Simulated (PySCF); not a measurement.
Compound: C₃H₅F₃Si.
Z-matrix (Å and degrees, GFN2-xTB geometry), rows numbered from 1:
```
F 
C   1  1.3347
F   2  1.3293  1  110.72
C   2  1.3273  1  122.68  3   179.76
F   4  1.3507  2  118.01  1  -179.84
C   4  1.4769  2  126.48  1     2.73
Si  6  1.9260  4  110.92  2   107.91
H   6  1.0903  4  108.60  2  -132.31
H   6  1.0876  4  109.17  2   -14.36
H   7  1.4616  6  107.84  4   -60.15
H   7  1.4601  6  108.29  4    60.39
H   7  1.4615  6  106.19  4  -179.86
```

Method: TDDFT wB97X-D/def2-SVPD, vertical, gas phase, core orbitals frozen in the response (PySCF).

Kohn–Sham orbitals with the atoms that hold most of them (Löwdin shares over 4%, at most four atoms; ? is withheld):

```json
{"orbital": "HOMO-3", "ε (eV)": "-12.06", "atoms": "C6 29%, Si7 24%, H12 13%, C4 11%"}
{"orbital": "HOMO-2", "ε (eV)": "-12.01", "atoms": "Si7 37%, H12 21%, H11 13%, H10 11%"}
{"orbital": "HOMO-1", "ε (eV)": "-11.94", "atoms": "?"}
{"orbital": "HOMO", "ε (eV)": "-9.03", "atoms": "C2 27%, C4 26%, F1 10%, F3 9%"}
{"orbital": "LUMO", "ε (eV)": "1.78", "atoms": "?"}
{"orbital": "LUMO+1", "ε (eV)": "1.96", "atoms": "Si7 34%, C2 14%, C4 11%, H12 10%"}
{"orbital": "LUMO+2", "ε (eV)": "2.40", "atoms": "Si7 39%, C4 10%, H10 10%, H11 9%"}
```

Problem. Give the leading atoms of the HOMO-1.

Solution. Si7 (bonded to C and 3 H) 38%; H10 (bonded to Si) 25%; H11 (bonded to Si) 21%; C6 (bonded to C, Si and 2 H) 8%. By element: hydrogen 45% or more, silicon 38%, carbon 8% or more.

Problem. Which atoms hold the LUMO, and with what shares?

Solution. Si7 (bonded to C and 3 H) 30%; C2 (bonded to C and 2 F) 13%; C6 (bonded to C, Si and 2 H) 11%; C4 (bonded to 2 C and F) 8%. By element: carbon 32%, silicon 30%.

Problem. How does S1 compare with the orbital gap of 10.81 eV?

Solution. S1 is at 6.46 eV (f = 0.0070), 4.35 eV below the gap, made of HOMO→LUMO (55%), HOMO→LUMO+3 (17%), HOMO→LUMO+2 (16%). 

Next come S2 at 6.90 eV (f 0.026), HOMO→LUMO (28%), HOMO→LUMO+3 (14%), HOMO→LUMO+1 (14%); S3 at 7.42 eV (f 0.514), HOMO→LUMO+1 (63%), HOMO→LUMO+3 (17%); S4 at 7.78 eV (f 0.029), HOMO→LUMO+4 (61%), HOMO→LUMO+3 (18%); S5 at 7.82 eV (f 0.017), HOMO→LUMO+2 (49%), HOMO→LUMO+1 (12%), HOMO→LUMO+3 (11%).

Löwdin shares depend on the basis, the more so with diffuse functions.

One conformer stands for the species.
